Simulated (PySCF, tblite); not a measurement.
Species: C5H7Cl2FSi.
Cartesian coordinates in Å at the GFN2-xTB level; atoms count from 1:
```xyz
16
C5H7Cl2FSi angstrom
C      3.2623    0.7100   -0.6694
C      1.8603    0.3968   -0.5656
C      0.6837    0.1484   -0.4593
Si    -1.1115   -0.2263   -0.3753
C     -1.4316   -1.9015    0.4903
Cl    -0.7411   -3.2134   -0.5059
C     -1.8558    1.1357    0.7853
F     -3.1682    0.8770    1.0657
Cl    -1.7618    2.7104   -0.0446
H      3.4044    1.5262   -1.3770
H      3.6471    1.0124    0.3040
H      3.8147   -0.1627   -1.0153
H     -1.8045   -0.1700   -1.6594
H     -0.9597   -1.9767    1.4680
H     -2.4921   -2.1196    0.6010
H     -1.3538    1.2623    1.7486
```

Computed, not measured: PBE0/pcSseg-1 in PySCF (dipole) on a GFN2-xTB geometry, gas phase.

Take the most abundant isotopes and a rigid rotor. The values belong to one conformer with, in the numbering `[CH3:1][C:2]#[C:3][Si@@H:4]([CH2:5][Cl:6])[C@H:7]([F:8])[Cl:9]`, C3–Si4–C5–Cl6 -65°, C3–Si4–C7–F8 -173°.

**Question.** Give the principal moments of inertia and the rotational constants in MHz.

**Answer.** Ia = 559.98, Ib = 786.56, Ic = 1281.67 u·Å²; 505379 MHz·u·Å²/I gives A = 902.5, B = 642.5, C = 394.3 MHz.

**Question.** What kind of rotor is it?

**Answer.** An asymmetric top: κ = (2 × 642.5 − 902.5 − 394.3)/(902.5 − 394.3) = -0.02.

**Question.** What does the inertial defect say?

**Answer.** Not planar: Δ = Ic − Ia − Ib = -64.87 u·Å². For a rigid frame Δ = −2 Σ m c², so Σ m c² = 32.43 u·Å² lies off the ab plane: 10.27 from hydrogen and 22.17 from heavier atoms. The atom farthest from that plane is 1.76 Å away.

**Question.** Give the other two planar moments, Paa and Pbb, and the rms extents of the mass along the axes.

**Answer.** Paa = Σ m a² = (Ib + Ic − Ia)/2 = 754.13 and Pbb = Σ m b² = (Ia + Ic − Ib)/2 = 527.54 u·Å². With the mass M = 183.97 u, the rms extents √(P/M) along a, b and c are 2.02, 1.69, 0.42 Å.

**Question.** Where do the levels up to J = 4 lie, in MHz?

**Answer.** Above 0(0,0):
J = 1: 1(0,1) 1037, 1(1,1) 1297, 1(1,0) 1545
J = 2: 2(0,2) 2998, 2(1,2) 3122, 2(1,1) 3867, 2(2,1) 4647, 2(2,0) 4759
J = 3: 3(0,3) 5759, 3(1,3) 5801, 3(1,2) 7254, 3(2,2) 7757, 3(2,1) 8220, 3(3,1) 9737, 3(3,0) 9773
J = 4: 4(0,4) 9285, 4(1,4) 9297, 4(1,3) 11564, 4(2,3) 11813, 4(2,2) 12887, 4(3,2) 14039, 4(3,1) 14254, 4(4,1) 16605, 4(4,0) 16615
Those of J = 1 are B + C, A + C and A + B.

**Question.** Which lines would a microwave search look for?

**Answer.** The dipole components are |μa| = 0.67 D, |μb| = 2.32 D, |μc| = 1.67 D. The squared components, which scale the intensities, stand as 0.08 : 1.00 : 0.52 (a : b : c). Some lines, for components of 0.1 D or more:

```tsv
type	branch	J(Ka,Kc)	MHz	lower level (cm⁻¹)
a	Q	3(2,1) ← 3(2,2)	462	0.259
c	Q	2(2,1) ← 2(1,1)	780	0.129
b	Q	2(1,1) ← 2(0,2)	869	0.100
b	Q	2(2,0) ← 2(1,1)	892	0.129
b	Q	3(2,1) ← 3(1,2)	965	0.242
a	R	1(0,1) ← 0(0,0)	1037	0.000
a	Q	4(2,2) ← 4(2,3)	1074	0.394
b	R	1(1,1) ← 0(0,0)	1297	0.000
b	Q	4(2,2) ← 4(1,3)	1322	0.386
b	Q	4(3,1) ← 4(2,2)	1368	0.430
a	Q	3(1,2) ← 3(1,3)	1453	0.193
b	Q	3(1,2) ← 3(0,3)	1496	0.192
b	Q	2(2,1) ← 2(1,2)	1525	0.104
c	R	1(1,0) ← 0(0,0)	1545	0.000
b	R	2(1,2) ← 1(0,1)	2085	0.035
b	Q	4(1,3) ← 4(0,4)	2279	0.310
b	Q	4(2,3) ← 4(1,4)	2516	0.310
a	R	3(1,3) ← 2(1,2)	2679	0.104
b	R	3(1,3) ← 2(0,2)	2802	0.100
a	R	3(1,2) ← 2(1,1)	3387	0.129
a	R	3(2,1) ← 2(2,0)	3461	0.159
a	R	4(1,4) ← 3(1,3)	3496	0.193
a	R	4(2,2) ← 3(2,1)	4667	0.274
c	R	4(2,2) ← 3(1,2)	5632	0.242
c	R	4(3,2) ← 3(2,2)	6282	0.259
b	R	4(4,0) ← 3(3,1)	6877	0.325
```

Its lowest GFN2-xTB frequency is 13i cm⁻¹, too small to tell a flat minimum from a shallow saddle. Zero-point vibration and centrifugal distortion are left out. A rigid rotor knows nothing of internal rotation, which can split or shift real lines. Quadrupole hyperfine structure (35Cl) is left out.
